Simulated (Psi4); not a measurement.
C3H9Bi (SMILES [CH3][Bi]([CH3])[CH3]), singlet, geometry from GFN2-xTB (such geometries of metal compounds can be far from the true shape) (core potentials on Bi); CAM-B3LYP/def2-SV(P) (Psi4 1.11).

Psi4 was given this input:
```
memory 2 GB

molecule {
0 1
  Bi   -0.00265924   -0.00463990    0.32774277
  C    -1.05486994   -1.53919065   -0.96882360
  H    -0.64425811   -2.52383649   -0.78776141
  H    -0.90946744   -1.27908881   -2.00731595
  H    -2.11451925   -1.54953889   -0.74958142
  C    -0.80582360    1.70974853   -0.92080720
  H    -0.65333574    1.48323884   -1.96613109
  H    -0.28504596    2.62610321   -0.67562231
  H    -1.86385686    1.84117722   -0.73586087
  C     1.88353121   -0.13071016   -0.92504196
  H     1.61103079   -0.12000137   -1.97045578
  H     2.41685485   -1.04639693   -0.70569174
  H     2.52628836    0.71436864   -0.71619253
}

set basis def2-sv(p)
set guess sadno

energy('cam-b3lyp')
print_variables()
```

What the program printed (banner, timings and long lists left out):

```
   => Loading Basis Set <=

    Name: DEF2-SV(P)
    Role: ORBITAL
    Keyword: BASIS

    !!!  WARNING: ECP capability is in beta. Please check occupations closely.  !!!

         ---------------------------------------------------------
                                   SCF
               by Justin Turney, Rob Parrish, Andy Simmonett
                          and Daniel G. A. Smith
                              RKS Reference
         ---------------------------------------------------------

  ==> Geometry <==

    Molecular point group: c1
    Full point group: C1

    Geometry (in Angstrom), charge = 0, multiplicity = 1:

       Center              X                  Y                   Z               Mass
    ------------   -----------------  -----------------  -----------------  -----------------
         BI          -0.001882499854    -0.003284630081     0.232012254127   208.980399100000
         C           -1.054093199854    -1.537835380081    -1.064554115873    12.000000000000
         H           -0.643481369854    -2.522481220081    -0.883491925873     1.007825032230
         H           -0.908690699854    -1.277733540081    -2.103046465873     1.007825032230
         H           -2.113742509854    -1.548183620081    -0.845311935873     1.007825032230
         C           -0.805046859854     1.711103799919    -1.016537715873    12.000000000000
         H           -0.652558999854     1.484594109919    -2.061861605873     1.007825032230
         H           -0.284269219854     2.627458479919    -0.771352825873     1.007825032230
         H           -1.863080119854     1.842532489919    -0.831591385873     1.007825032230
         C            1.884307950146    -0.129354890081    -1.020772475873    12.000000000000
         H            1.611807530146    -0.118646100081    -2.066186295873     1.007825032230
         H            2.417631590146    -1.045041660081    -0.801422255873     1.007825032230
         H            2.527065100146     0.715723909919    -0.811923045873     1.007825032230

  Running in c1 symmetry.

  Rotational constants: A =      0.10853  B =      0.10853  C =      0.09532 [cm^-1]
  Rotational constants: A =   3253.52692  B =   3253.52691  C =   2857.62957 [MHz]
  Nuclear repulsion =  201.663810096595626

  Charge       = 0
  Multiplicity = 1
  Electrons    = 50
  Nalpha       = 25
  Nbeta        = 25

  ==> Algorithm <==

  SCF Algorithm Type is DF.
  DIIS enabled.
  MOM disabled.
  Fractional occupation disabled.
  Guess Type is SADNO.
  Energy threshold   = 1.00e-06
  Density threshold  = 1.00e-06
  Integral threshold = 1.00e-12

  ==> Primary Basis <==

  Basis Set: DEF2-SV(P)
    Blend: DEF2-SV(P)
    Number of shells: 46
    Number of basis functions: 86
    Number of Cartesian functions: 91
    Spherical Harmonics?: true
    Max angular momentum: 2

  Core potential: DEF2-SV(P)
    Number of shells: 4
    Number of ECP primitives: 18
    Number of ECP core electrons: 60
    Max angular momentum: 3

  ==> DFT Potential <==

   => LibXC <=

    Version 7.1.2
    S. Lehtola, C. Steigemann, M. J. T. Oliveira, and M. A. L. Marques,  SoftwareX 7, 1–5 (2018) (10.1016/j.softx.2017.11.002)

   => Composite Functional: CAM-B3LYP <=

    CAM-B3LYP Hyb-GGA Exchange-Correlation Functional

    T. Yanai, D. P. Tew, and N. C. Handy,  Chem. Phys. Lett. 393, 51 (2004) (10.1016/j.cplett.2004.06.011)

    Deriv               =              1
    GGA                 =           TRUE
    Meta                =          FALSE

    Exchange Hybrid     =           TRUE
    MP2 Hybrid          =          FALSE

   => Exchange Functionals <=

    0.3500         Becke 88 [omega = 0.3300]
    0.4600   Short-range recipe for B88 functional - erf [omega = 0.3300]

   => Exact (HF) Exchange <=

    0.4600            HF,LR [omega = 0.3300]
    0.1900               HF

   => Correlation Functionals <=

    0.1900   Vosko, Wilk & Nusair (VWN5)
    0.8100   Lee, Yang & Parr

   => LibXC Density Thresholds  <==

[...]
    Algorithm:                 Core
    Schwarz Cutoff:           1E-12
    Mask sparsity (%):       0.1622
    Fitting Condition:        1E-10

   => Auxiliary Basis Set <=

  Basis Set: (DEF2-SV(P) AUX)
    Blend: DEF2-UNIVERSAL-JKFIT
    Number of shells: 182
    Number of basis functions: 638
    Number of Cartesian functions: 808
    Spherical Harmonics?: true
    Max angular momentum: 6

  Minimum eigenvalue in the overlap matrix is 6.5294588946E-03.
  Reciprocal condition number of the overlap matrix is 1.1928921433E-03.
    Using symmetric orthogonalization.

  ==> Pre-Iterations <==

  SCF Guess: Superposition of Atomic Densities' Natural Orbitals via on-the-fly atomic UHF (doi:10.1021/acs.jctc.8b01089).

   -------------------------------------------------------
    Irrep   Nso     Nmo     Nalpha   Nbeta   Ndocc  Nsocc
   -------------------------------------------------------
     A         86      86      25      25      25       0
   -------------------------------------------------------
    Total      86      86      25      25      25       0
   -------------------------------------------------------

  ==> Iterations <==

                           Total Energy        Delta E     RMS |[F,P]|

   @DF-RKS iter   1:  -332.33323006523005   -3.32333e+02   2.10691e-02 DIIS/ADIIS
   @DF-RKS iter   2:  -333.71971120912752   -1.38648e+00   9.48655e-03 DIIS/ADIIS
   @DF-RKS iter   3:  -333.94950843063629   -2.29797e-01   6.40046e-03 DIIS/ADIIS
   @DF-RKS iter   4:  -334.11775482326220   -1.68246e-01   4.92367e-04 DIIS/ADIIS
   @DF-RKS iter   5:  -334.11906012936078   -1.30531e-03   1.66093e-04 DIIS/ADIIS
   @DF-RKS iter   6:  -334.11921744634782   -1.57317e-04   3.36962e-05 DIIS
   @DF-RKS iter   7:  -334.11922383217700   -6.38583e-06   1.16906e-05 DIIS
   @DF-RKS iter   8:  -334.11922448853534   -6.56358e-07   4.98998e-06 DIIS
   @DF-RKS iter   9:  -334.11922460199361   -1.13458e-07   7.91664e-07 DIIS
  Energy and wave function converged.

  ==> Post-Iterations <==

   Electrons on quadrature grid:
      Ntotal   =   50.0000595674 ; deviation = 5.957e-05

    Orbital Energies [Eh]
    ---------------------

    Doubly Occupied:

[...]
      25A     -0.284852

    Virtual:

[...]
      86A     54.157928

    Final Occupation by Irrep:
              A
    DOCC [    25 ]
    NA   [    25 ]
    NB   [    25 ]

  @DF-RKS Final Energy:  -334.11922460199361

   => Energetics <=

    Nuclear Repulsion Energy =            201.6638100965956255
    One-Electron Energy =                -933.7920841862014640
    Two-Electron Energy =                 424.1872699724266909
    DFT Exchange-Correlation Energy =     -26.1782204848144424
    Empirical Dispersion Energy =           0.0000000000000000
    VV10 Nonlocal Energy =                  0.0000000000000000
    Total Energy =                       -334.1192246019936078

Computation Completed

Properties will be evaluated at   0.000000,   0.000000,   0.000000 [a0]

Properties computed using the SCF density matrix

 Multipole Moments:

 ------------------------------------------------------------------------------------
     Multipole            Electronic (a.u.)      Nuclear  (a.u.)        Total (a.u.)
 ------------------------------------------------------------------------------------

 L = 1.  Multiply by 2.5417464519 to convert [e a0] to [Debye]
 Dipole X            :         -0.3758187            0.3749049           -0.0009137
 Dipole Y            :         -0.6556494            0.6541429           -0.0015064
 Dipole Z            :         46.3114665          -46.2058669            0.1055997
 Magnitude           :                                                    0.1056144

 ------------------------------------------------------------------------------------

  Variable Map:
  ----------------------------------------------------------------------------
[...]
  Array Variable Map:
  ----------------------------------------------------------------------------
[...]
[...]
```
